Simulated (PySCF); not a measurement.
Si(Cl)(Me), SMILES C[Si]Cl at its PBE0/def2-SVP optimised geometry (Å):

```
6

Si    -1.0033    -0.5316     0.0000
Cl    -1.3020     1.5550     0.0000
C      0.8949    -0.5316     0.0000
H      1.3020    -1.5550    -0.0105
H      1.2774    -0.0047     0.8925
H      1.2817     0.0171    -0.8770
```

Method: PySCF with PBE0/def2-TZVP. Cells within 0.4 Å of a nucleus heavier than hydrogen are left out (blank, or x).

Map of the HOMO amplitude (bohr^(-3/2)) on the plane z = 0.0 Å; orbital energy -6.72 eV, overall sign arbitrary:

```
|55555555555555555555555555555|
|55555555555555555555555555555|
|55555555555555555555555555555|
|55555555555555555555555555555|
|55555555556665555555555555555|
|55555555566666555555555555555|
|55544444567776655555555555555|
|55544444468876655555555555555|
|554444323xx876655555555555555|
|554444322xx666555555555555555|
|55544432123455555555555555555|
|55554443223444444555555555555|
|55555544444444444555555555555|
|55555555554433333456665555555|
|55555667765432222467666555555|
|5555667886xx32100xx8766555555|
|5555667896xx4210xxx8766555555|
|5555677998xx53210x67665555555|
|55556678999764322356665555555|
|55556678899865443455555555555|
|55556667788765544455555555555|
|55555666777665554555555555555|
|55555566666665555555555555555|
|55555555666555555555555555555|
|55555555555555555555555555555|
|55555555555555555555555555555|
|55555555555555555555555555555|
|55555555555555555555555555555|
|55555555555555555555555555555|
```
Scale: ten equal steps from -0.178 (start of '0') to 0.167 (end of '9'), in the order '0123456789'; x runs from -4.00 to 4.00, y from -4.00 (bottom) to 4.00 (top).
